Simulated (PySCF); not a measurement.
In(F)(Me)(NH2) (CH5FInN), SMILES [F][In]([CH3])[NH2]. Geometry: B3LYP-D3(BJ)/def2-SVP. The structure was generated by enumeration; whether it is a known compound was not checked. The def2 effective core potentials stand for the cores of In; spin–orbit coupling is left out. Other conformers were not sampled.

Computed equilibrium geometry at B3LYP-D3(BJ)/def2-SVP (PySCF confirms it by a frequency run) as bond lengths and angles (one conformer of several):
Atoms: In1 F2 C3 H4 H5 H6 N7 H8 H9. Bond lengths (Å): In1–F2 1.985, In1–C3 2.154, In1–N7 2.032, C3–H4 1.099, C3–H5 1.098, C3–H6 1.099, N7–H8 1.018, N7–H9 1.018. Bond angles (°): F2–In1–C3 115.9, F2–In1–N7 107.2, C3–In1–N7 136.4, In1–C3–H4 108.5, In1–C3–H5 110.8, In1–C3–H6 108.3, H4–C3–H5 110.0, H4–C3–H6 109.3, H5–C3–H6 109.9, In1–N7–H8 119.2, In1–N7–H9 116.1, H8–N7–H9 109.6.
